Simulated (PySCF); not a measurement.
F4V, sextet, geometry from GFN2-xTB of the parent state (such geometries of metal compounds can be far from the true shape) (the multiplicity is a formal guess); SVWN5/def2-SVP (PySCF).

Here is a job for PySCF.
```python
from pyscf import gto, scf, dft

mol = gto.Mole()
mol.atom = '''
    V    -0.00000000    0.00000000    0.00000000
    F     0.75441976    0.94774271   -1.10596620
    F     0.39850250   -1.08701205    1.16194974
    F    -0.66330498   -1.06340261   -1.05817203
    F    -0.48961727    1.20267195    1.00218849
'''
mol.basis = 'def2-svp'
mol.spin = 5
mol.verbose = 5
mol.build()

mf = dft.UKS(mol)
mf.xc = 'lda,vwn'
mf.kernel()
```

It wrote (shortened):

```
PySCF version 2.14.0

[INPUT] verbose = 5
[INPUT] max_memory = 4000
[INPUT] num. atoms = 5
[INPUT] num. electrons = 59
[INPUT] charge = 0
[INPUT] spin (= nelec alpha-beta = 2S) = 5
[INPUT] symmetry False subgroup None
[INPUT] Mole.unit = angstrom
[INPUT] Symbol           X                Y                Z      unit          X                Y                Z       unit  Magmom
[...]
[INPUT] ---------------- BASIS SET ----------------
[INPUT] l, kappa, [nprim/nctr], expnt,             c_1 c_2 ...
[INPUT] V
[...]
                                7081.4110871      0.011106435251
                                1611.1621223      0.055005423585
                                454.72940551      0.19060252591
                                147.71321208      0.38435022957
                                50.69953895       0.29095546792
[...]
                                11.294293099      0.64539490399
                                4.5853360105      0.47117880777
[...]
                                1.2539836689      0.72594852764
                                0.53271935387     0.45560582748
[...]
                                136.52341127      0.071531241137
                                42.98395882       0.27197688414
                                15.282798763      0.52618988893
                                5.6202495154      0.34452533498
[...]
                                1.0618550073      0.5798399612
                                0.40235518645     0.23911643083
[...]
                                7.4540604253      0.13995311726
                                2.4633917847      0.35751066639
                                0.82480925277     0.48488354148
[...]
[INPUT] F
[...]
                                435.4193912       -0.039904258866
                                98.843328866      -0.17912768038
                                27.485198001      -0.46758090825
                                8.5405498171      -0.4465313102
[...]
                                4.9872339257      -0.23754317067
                                1.3491613954      -0.51287353587
[...]
nuclear repulsion = 364.735358220646
number of shells = 35
number of NR pGTOs = 169
number of NR cGTOs = 87
basis = def2-svp
ecp = {}

******** <class 'pyscf.dft.uks.UKS'> ********
method = UKS
initial guess = minao
damping factor = 0
level_shift factor = 0
DIIS = <class 'pyscf.scf.diis.CDIIS'>
diis_start_cycle = 1
diis_space = 8
diis_damp = 0
SCF conv_tol = 1e-09
[...]
  1.08828171e+00  1.11955202e+00  1.14947173e+00  1.16130398e+00
  1.18499202e+00  1.23052984e+00  1.23173686e+00  1.23623155e+00
  1.47234356e+00  1.49988007e+00  1.53453090e+00  1.53521743e+00
  2.01694400e+00  2.03140163e+00  2.03208545e+00  2.05006700e+00
  2.05113142e+00  2.14185024e+00  2.25221310e+00  2.87961798e+00
  2.88181287e+00  2.88432495e+00  2.88736871e+00  2.88803094e+00
  2.90094285e+00  2.90346195e+00  2.90697771e+00  2.93415835e+00
  2.93632267e+00  3.04164343e+00  3.05011642e+00  3.07830615e+00
  3.26487756e+00  3.27069676e+00  3.27377552e+00  3.29470233e+00
  3.31783313e+00  3.32152958e+00  3.39121122e+00]
  beta  mo_energy =
[-1.94944971e+02 -2.41424823e+01 -2.41418225e+01 -2.41384919e+01
 -2.41338386e+01 -2.15722792e+01 -1.82026055e+01 -1.82018666e+01
 -1.81977685e+01 -2.33069337e+00 -1.46359707e+00 -1.45639614e+00
 -1.42444125e+00 -1.06124871e+00 -1.04861919e+00 -1.01983547e+00
 -1.01837925e+00 -4.48960820e-01 -4.48164939e-01 -4.32809848e-01
 -4.25237124e-01 -4.23750735e-01 -4.00870877e-01 -3.98449450e-01
 -3.95794500e-01 -3.95118047e-01 -3.81334904e-01 -3.80159693e-01
 -3.71170531e-01 -3.85462671e-02  2.16474067e-02  2.24578222e-02
  2.78318486e-02  2.91525889e-02  8.44002587e-02  1.80966609e-01
  1.98418084e-01  2.18129147e-01  2.18736496e-01  7.38974513e-01
  7.42058926e-01  7.53196501e-01  7.73459961e-01  7.87230369e-01
  1.02245282e+00  1.03740220e+00  1.03791282e+00  1.11450974e+00
  1.11514037e+00  1.14879713e+00  1.18325278e+00  1.19462286e+00
  1.20937382e+00  1.25488729e+00  1.26529072e+00  1.26567017e+00
  1.50014630e+00  1.52589701e+00  1.56118068e+00  1.56222955e+00
  2.07895146e+00  2.09255120e+00  2.09304744e+00  2.09750400e+00
  2.10073558e+00  2.18487270e+00  2.31738218e+00  2.92123852e+00
  2.92215440e+00  2.92391306e+00  2.92568379e+00  2.92594410e+00
  2.93164631e+00  2.93251505e+00  2.93367919e+00  2.97229080e+00
  2.97306033e+00  3.06847206e+00  3.08193316e+00  3.11869134e+00
  3.30622340e+00  3.30727024e+00  3.30783695e+00  3.32772092e+00
  3.36111642e+00  3.36203987e+00  3.42923047e+00]
multiplicity <S^2> = 8.7529043  2S+1 = 6.000968
nelec by numeric integration = [32.00001047 27.00000862]
E1 = -2581.6236258452286  E2 = 878.9253615920754  Ecoul = 961.5969881225146  Exc = -82.67162653043926
cycle= 50 E= -1337.96290603251  delta_E= -0.00413  |g|= 0.13  |ddm|= 1.62
SCF not converged.
SCF energy = -1337.96290603251 after 50 cycles  <S^2> = 8.7529043  2S+1 = 6.000968
```

The run did not converge; its last values are not results.
